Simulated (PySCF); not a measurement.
**Diatomics of Cl with the 5d metals**

PBE0 with triple-zeta basis sets in PySCF, for the lowest determinant that a PBE0 search found; no spin–orbit coupling. De refers to high-spin ground-configuration atoms. A positive dipole means M(−)Cl(+).

| M | basis | state (unpaired electrons) | Re (Å) | ωe (cm⁻¹) | De (eV) | μ (D) |
| --- | --- | --- | --- | --- | --- | --- |
| Hf | def2-TZVPPD | doublet (δ ↑) | 2.304 | 376 | n/a | -1.67 |
| Ta | def2-TZVPP | quintet (σ ↑, π ↑, δ ↑↑) | 2.292 | 375 | n/a | -2.89 |
| W | def2-TZVPPD | sextet (σ ↑, π ↑↑, δ ↑↑) | 2.275 | 382 | n/a | -3.32 |
| Re | def2-TZVPP | septet (σ ↑↑, π ↑↑, δ ↑↑) | 2.360 | 323 | 3.39 | -2.25 |
| Ir | def2-TZVPP | triplet (π ↑, δ ↑) | 2.163 | 409 | n/a | -3.04 |
| Hg | def2-TZVPP | doublet (σ ↑) | 2.399 | 271 | 1.14 | -2.91 |

The shortest bond is that of IrCl (2.163 Å), the longest that of HgCl (2.399 Å).

The rows differ in basis set, which adds steps of its own.

The state changes along the series, so neighbouring rows are not always alike in their bonding.

De is left out where the level can put another filling of the metal’s s and d shells below the measured ground configuration, by anything from nothing to about 1 eV. The metal atom is held in its measured ground configuration; semilocal functionals can put another filling of s and d lower by some tenths of an eV, and De to that atom would be smaller. These are scalar-relativistic numbers at best; spin–orbit coupling would shift them, the dissociation energy most. States were picked by a PBE0 search and need not be the measured ground states.
